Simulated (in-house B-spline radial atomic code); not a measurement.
Successive ionisation energies of xenon; each step leads to the configuration of the next row (after the last: [Ne] 3s2 3p3). Dirac energy differences include first-order Breit, QED and recoil terms. NIST's values go from ground level to ground level; the uncertainty of those that are theory runs from under 0.1 % in few-electron ions to several per cent in heavy many-electron ones. Computed with a radial B-spline atomic code at the basis-set limit: Dirac-Hartree-Fock, average of the configuration, finite nuclei.

```
  ion  configuration  ionisation energy (eV)  tabulated value (eV)  computed minus tabulated (eV)  highest orbital  largest mean radius (bohr)
Xe29+       [Ar] 3d7                  1748.5                  1742                            6.5            3d5/2                     0.29391
Xe30+       [Ar] 3d6                  1834.8                  1826                            8.8            3d5/2                     0.29189
Xe31+       [Ar] 3d5                  1922.6                  1919                            3.6            3d5/2                     0.28988
Xe32+       [Ar] 3d4                       ?                     ?                              ?                ?                           ?
Xe33+       [Ar] 3d3                  2103.0                  2113                          -10.0            3d5/2                      0.2859
Xe34+       [Ar] 3d2                  2195.6                  2209                          -13.4            3d5/2                     0.28394
Xe35+       [Ar] 3d1                       ?                     ?                              ?                ?                           ?
Xe36+   [Ne] 3s2 3p6                  2581.6                  2556                           25.6            3p3/2                     0.28005
Xe37+   [Ne] 3s2 3p5                       ?                     ?                              ?                ?                           ?
Xe38+   [Ne] 3s2 3p4                  2751.2                  2726                           25.2            3p3/2                     0.27705
```

Task: Fill in the row of Xe32+.

Result: ionisation energy (eV): 2012.0; tabulated value (eV): 2023; computed minus tabulated (eV): -11.0; highest orbital: 3d5/2; largest mean radius (bohr): 0.28789.

Task: Fill in the row of Xe35+.

Result: ionisation energy (eV): 2289.7; tabulated value (eV): 2300; computed minus tabulated (eV): -10.3; highest orbital: 3d5/2; largest mean radius (bohr): 0.28198.

Task: Fill in the row of Xe37+.

Result: ionisation energy (eV): 2666.0; tabulated value (eV): 2637; computed minus tabulated (eV): 29.0; highest orbital: 3p3/2; largest mean radius (bohr): 0.27854.

Where a p, d or f electron is removed, the computed value is a mean over both j, so it misses the tabulated one by a part of the spin-orbit splitting; averaging over terms and missing correlation add to the gap, relatively most at low charge.
